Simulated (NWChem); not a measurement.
System: GaNH2BrCl; SMILES [Ga]([Cl])([Br])[NH2]

```xyz
6

Ga    -0.3382     0.5110    -0.0206
Cl     1.1944     2.0304     0.0145
Br     0.2837    -1.7035     0.0070
N     -2.0877     0.9995     0.0758
H     -2.7964     0.3253    -0.1888
H     -2.3400     1.9442    -0.1911
```
Atoms are numbered in this order, from 1.

Program: NWChem. All runs use the structure optimised with B3LYP/6-31G* (spherical d).

For level Hartree-Fock/STO-3G:

```
Property                     Result
---------------------------  ------
highest occupied level (eV)   -8.36
dipole (D)                     3.13
```

Problem. What are these values for level Hartree-Fock/pcseg-1?

Solution. 
| Quantity | Value |
|---|---|
| highest occupied level (eV) | -11.52 |
| dipole (D) | 2.73 |
